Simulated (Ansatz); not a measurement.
A CCSD(T) single point on CH₈AlBGe, SMILES `B[CH2][AlH][GeH3]`.

```yaml
crystal:
  periodic: [false, false, false]
  atoms:
    - {symbol: B, position_ang: [-0.895840, 1.736026, -0.132813]}
    - {symbol: C, position_ang: [-1.355265, 0.650686, 0.808016]}
    - {symbol: Al, position_ang: [0.281483, -0.456014, 1.022534]}
    - {symbol: Ge, position_ang: [1.364511, -1.434795, -0.974279]}
    - {symbol: H, position_ang: [-0.814289, 1.527503, -1.312387]}
    - {symbol: H, position_ang: [-0.507870, 2.791465, 0.286942]}
    - {symbol: H, position_ang: [-1.663150, 0.916237, 1.820228]}
    - {symbol: H, position_ang: [-1.992123, -0.129661, 0.365950]}
    - {symbol: H, position_ang: [0.798494, -0.735553, 2.496636]}
    - {symbol: H, position_ang: [0.339825, -1.815140, -2.061181]}
    - {symbol: H, position_ang: [2.323854, -0.411420, -1.617163]}
    - {symbol: H, position_ang: [2.197370, -2.694633, -0.668582]}
basis:
  gaussian: {orbitals: def2-TZVPP}
correlation: {method: ccsd_t}
```

```sh
$ ansatz run in.yaml --threads 4 --pin off --events-out ev --progress --plain --max-ram 10444MiB
```

Log, shortened:

```
Functional definition: HF
  name "HF"
  cite "Fock, Z. Phys. 61, 126 (1930) doi:10.1007/BF01340294"
  parent pbe
  exchange = exact_x
  correlation = 0
1549 factors; integrals over basis functions are off by at most 1.1e-3 eV
mean field evaluation 1: about -64882.4577 eV, gradient 3.2e1 eV
mean field evaluation 2: about -64882.5829 eV, gradient 3.2e1 eV
mean field evaluation 4: about -64885.7189 eV, gradient 3.4e0 eV
mean field evaluation 8: about -64885.7751 eV, gradient 2.4e-1 eV
mean field -64885.77539007 eV, -2384.5082644268 hartree, gradient 1.4e-6 eV, S^2 0.000000; 0 other end points of the search recorded, 0 dependent functions left out
16 core orbitals not correlated: weight in the atoms' cores, before any rotation towards them, 1.000 or more for the frozen orbitals, at most 0.000 for the correlated occupied ones
reference -64885.77539007 eV, -2384.5082644268 hartree; 16, 16 occupied and 232, 232 virtual orbitals, 1549 factors
second order -17.01726102 eV of doubles, -0.00000000 eV of singles
cycle   1  -17.77277379 eV  change   -7.6e-1 eV  update   1.0e-1
cycle   2  -18.38690450 eV  change   -6.1e-1 eV  update   3.1e-2
cycle   3  -18.45283346 eV  change   -6.6e-2 eV  update   1.4e-2
cycle   4  -18.44557813 eV  change    7.3e-3 eV  update   4.1e-3
cycle   5  -18.44455008 eV  change    1.0e-3 eV  update   1.5e-3
cycle   6  -18.44384976 eV  change    7.0e-4 eV  update   5.3e-4
cycle   7  -18.44384349 eV  change    6.3e-6 eV  update   2.2e-4
cycle   8  -18.44392700 eV  change   -8.4e-5 eV  update   9.5e-5
cycle   9  -18.44392982 eV  change   -2.8e-6 eV  update   3.5e-5
perturbative correction -0.66941949 eV, -0.0246007124 hartree
Total energy: -64904.88873937 eV, -2385.2106670583 hartree
```

Run time 3.1 min (4 threads of an Arm Neoverse V1 on a shared host); peak host memory 6.1 GiB.

The correlation energy is -19.113 eV, 3.5 % of it from (T); the T1 diagnostic reads 0.0123.
